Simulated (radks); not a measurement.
Species: Pb V. Configuration: [Xe] 4f14 5d10 (the NIST ground configuration). All-electron calculation, non-relativistic Kohn-Sham, exchange-only PBE, spin-polarised, spherical densities, point nucleus; relativity is left out, which matters for an element this heavy. Program: a radial shooting solver on a logarithmic mesh with Libxc functionals.

Normalised radial functions P(r) = r R(r), r in bohr:

r	4f	5p	5d
0.0008095	0.0000	0.0008	0.0000
0.001071	0.0000	0.0013	0.0000
0.001417	0.0000	0.0023	0.0000
0.001875	0.0000	0.0040	0.0000
0.002481	0.0000	0.0068	0.0001
0.003283	0.0000	0.0115	0.0002
0.004343	0.0000	0.0193	0.0004
0.005747	0.0000	0.0318	0.0009
0.007604	0.0001	0.0515	0.0019
0.01006	0.0002	0.0812	0.0041
0.01331	0.0004	0.1236	0.0088
0.01761	0.0012	0.1792	0.0181
0.0233	0.0034	0.2426	0.0361
0.03083	0.0091	0.2967	0.0684
0.0408	0.0232	0.3086	0.1215
0.05398	0.0560	0.2340	0.1980
0.07142	0.1268	0.0431	0.2862
0.0945	0.2645	-0.2268	0.3472
0.125	0.4995	-0.4277	0.3132
0.1654	0.8364	-0.3509	0.1225
0.2189	1.2148	0.0685	-0.1985
0.2896	1.4971	0.5461	-0.4745
0.3832	1.5334	0.5872	-0.4616
0.5071	1.2820	0.0070	-0.0684
0.6709	0.8581	-0.7826	0.5109
0.8877	0.4468	-1.1747	0.9343
1.175	0.1728	-0.9838	0.9895
1.554	0.0468	-0.5334	0.7428
2.056	0.0081	-0.1878	0.4098
2.721	0.0008	-0.0401	0.1605
3.6	0.0000	-0.0045	0.0399

4f: eigenvalue -189.60 eV, 0 radial nodes, <r> = 0.444 bohr, 90 % of the charge inside 0.702 bohr. 5p: eigenvalue -117.55 eV, 3 radial nodes at r = 0.0749, 0.211, 0.508 bohr, <r> = 1.02 bohr, 90 % of the charge inside 1.46 bohr. 5d: eigenvalue -61.592 eV, 2 radial nodes at r = 0.186, 0.525 bohr, <r> = 1.25 bohr, 90 % of the charge inside 1.87 bohr.
